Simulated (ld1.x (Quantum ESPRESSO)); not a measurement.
## Before and after: TM potential for Ti (Z = 22)

* Element: titanium (Ti)
* Generator: ld1.x (Quantum ESPRESSO) 7.5
* Type: norm-conserving Troullier–Martins (Kleinman–Bylander form)
* Functional: Wu–Cohen
* Relativity: scalar-relativistic
* Frozen core: [Ne]
* Valence charge: 12
* Reference configuration: 3s2 3p6 3d2 4s2 4p0
* Partial waves: 3s (bound): rc 0.90 bohr; 3p (bound): rc 0.90 bohr; 3d (bound): rc 1.30 bohr
* Local potential: all-electron potential smoothed inside 1.15 bohr (lloc = -1)
* Core correction: none

Occupied shells without a wave of their own: 4s. They enter only through the test configuration that unscreens the potential.

Change: wave 3s (bound): rc 0.90 bohr becomes 3s (bound): rc 0.78 bohr.

Cutoffs: the cutoffs (Ry, on a coarse ladder) from which the occupation-weighted sum of valence levels, in a spherical-Bessel basis at the reference potential, stays within 10 and 1 mRy of its value at 400 Ry; they do not see the model core or the augmentation charge, which bear on the density cutoff. Errors are all-electron minus pseudo energies relative to the spin-unpolarised reference configuration.

Task: How do hardness, ghosts and transferability respond?

Result: The potential gets harder (140 Ry and 230 Ry → 160 Ry and 300 Ry); of the 7 tests that both files solve, the error grows in 3 and shrinks in 0 by more than 15 % and 0.3 meV (median size 65.0 → 74.4 meV); neither file shows a bound ghost. A smaller radius makes the pseudo-wave follow the all-electron one further in, where it bends more sharply, so more plane waves are needed. That the errors move this way runs against the usual rule that smaller radii transfer better.

| quantity | base | changed |
| --- | --- | --- |
| cutoff, loose | 140 Ry | 160 Ry |
| cutoff, tight | 230 Ry | 300 Ry |
| loose cutoff by channel (10 mRy a level) | s 110 Ry, p 35 Ry, d 90 Ry | s 120 Ry, p 35 Ry, d 90 Ry |
| bound ghosts | none | none |
| largest miss of a reference level, eV | 0.05 | 0.06 |
| error for 3s2 3p6 3d2 4s1 4p0, meV [ΔE 7.37 eV] | -65 | -74 |
| error for 3s2 3p6 3d2 4s0 4p0, meV [ΔE 20.78 eV] | -172 | -196 |
| error for 3s2 3p6 3d1 4s0 4p0, meV [ΔE 47.71 eV] | -265 | -306 |
| error for 3s2 3p6 3d1 4s2 4p1, meV [ΔE 4.71 eV] | +31 | +33 |
| error for 3s2 3p5 3d2 4s2 4p0, meV [ΔE 45.50 eV] | +16 | +20 |
| error for 3s2 3p6 3d3 4s0 4p0, meV [ΔE 7.32 eV] | -91 | -104 |
| error for 3s1 3p6 3d2 4s2 4p0, meV [ΔE 69.50 eV] | +8.8 | +14 |
| s: phases at 1.41 bohr within 0.05 rad from the reference energy up to (Ry; the scan ends near 5) | 4.1 | 3.8 |
| p: phases at 1.41 bohr within 0.05 rad from the reference energy up to (Ry; the scan ends near 5) | to the end of the scan | to the end of the scan |
| d: phases at 1.41 bohr within 0.05 rad from the reference energy up to (Ry; the scan ends near 5) | to the end of the scan | to the end of the scan |

Base: The 4s level has no wave, so the channel is fitted at the deeper level alone: the likely source of the large errors. Changed file: The 4s level has no wave, so the channel is fitted at the deeper level alone: the likely source of the large errors.
